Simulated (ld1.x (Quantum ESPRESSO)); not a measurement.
An all-electron radial function and its pseudo partner (silicon (Si))

Columns: radius, all-electron u(r) and pseudo u(r) of the 3p shell (level -11.71 eV) of silicon in the configuration [Ne] 3s2 3p1; PW91, scalar-relativistic, TM semilocal scheme, ld1.x (Quantum ESPRESSO) 7.5.

```tsv
r (bohr)	all-electron	pseudo
0.093	0.1053	-0.0043
0.185	0.2308	-0.0167
0.278	0.2912	-0.0371
0.370	0.2867	-0.0642
0.463	0.2363	-0.0975
0.555	0.1591	-0.1351
0.648	0.0671	-0.1766
0.740	-0.0285	-0.2202
0.833	-0.1238	-0.2658
0.925	-0.2132	-0.3120
1.018	-0.2962	-0.3595
1.110	-0.3700	-0.4068
1.203	-0.4359	-0.4544
1.295	-0.4925	-0.5002
1.388	-0.5412	-0.5436
1.480	-0.5814	-0.5818
1.573	-0.6142	-0.6143
1.665	-0.6394	-0.6394
1.758	-0.6579	-0.6579
1.850	-0.6701	-0.6701
1.943	-0.6768	-0.6768
2.035	-0.6785	-0.6785
2.128	-0.6758	-0.6758
2.220	-0.6694	-0.6694
2.313	-0.6596	-0.6596
2.405	-0.6471	-0.6471
```

Task: How many radial nodes do the two functions have?

Result: The all-electron 3p function has n − l − 1 = 1; the pseudo-wave has 0, since the states of the same l below it are removed with the core.

Task: At about which radius was the pseudo-wave matched?

Result: 1.65 bohr. The columns agree to 0.0005 from 1.48 bohr on; several derivatives are matched, so the curves merge somewhat inside the radius.

Task: Where does each function peak?

Result: Outermost all-electron maximum near 2.04 bohr, pseudo maximum near 2.04 bohr (to the table’s step).

Task: Is the pseudo-wave norm-conserving?

Result: Yes: the TM semilocal scheme keeps the norm inside the radius equal to the all-electron one, which fixes the energy derivative of the logarithmic derivative at the level.
